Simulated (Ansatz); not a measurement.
Job for Ansatz (a program for electronic structure): R-HF/def2-TZVPP on HISi (SMILES [SiH]I), atoms moved off the minimum. Elements past Kr take the def2 small-core potentials; no spin–orbit coupling.

Ansatz 0.2 input:
```yaml
crystal:
  periodic: [false, false, false]
  atoms:
    - {symbol: Si, position_ang: [-1.16600213, -0.91266117, 1.20791406]}
    - {symbol: H, position_ang: [-2.10240772, -1.49234518, 0.33640932]}
    - {symbol: I, position_ang: [0.41951106, 0.28460002, -0.25312422]}
basis:
  gaussian:
    orbitals: def2-TZVPP
hamiltonian:
  xc: {name: HF}
scf: {lower_state_search: off}
output: {forces: true}
```

The log:

```
WARN ansatz: RAYON_NUM_THREADS=1 ignored (pool sized by the plan → 1); use --threads N
Functional definition: HF
these checks for a lower state are left out or cut short: stability, starts, cluster_reference, orbital_swaps, neighbouring_geometries, increment
integrals: 0.03 GiB planned
872 factors; their error is unknown
mean field: 0.21 GiB planned
mean field evaluation 1: about -15948.6090 eV, gradient 1.0e1 eV
mean field evaluation 2: about -15949.0325 eV, gradient 5.3e0 eV
mean field evaluation 4: about -15949.1216 eV, gradient 5.2e-1 eV
mean field evaluation 8: about -15950.3211 eV, gradient 2.8e0 eV
mean field evaluation 16: about -15949.8174 eV, gradient 1.0e1 eV
mean field -15950.32572605 eV, -586.1636589133 hartree, gradient 2.4e-6 eV, S^2 0.000000; 0 other end points of the search recorded, 0 dependent functions left out
the calculation of the forces begins
reference -15950.32572605 eV, -586.1636589133 hartree; 20, 20 occupied and 86, 86 virtual orbitals, 872 factors
Total energy: -15950.32572605 eV, -586.1636589133 hartree
Atom 0 at    -1.166002    -0.912661     1.207914 Å, force     1.224976     0.678361     2.228508 eV/Å
Atom 1 at    -2.102408    -1.492345     0.336409 Å, force    -1.130738    -0.641652    -1.846395 eV/Å
Atom 2 at     0.419511     0.284600    -0.253124 Å, force    -0.094238    -0.036709    -0.382113 eV/Å
Dipole moment:    -0.234769    -0.163061     0.022796 e Å
Checks for a lower state left out: stability, starts, cluster_reference, orbital_swaps, neighbouring_geometries, increment
```

Self-consistency was reached.

Cost: about 2.2 core-seconds (a rough figure).
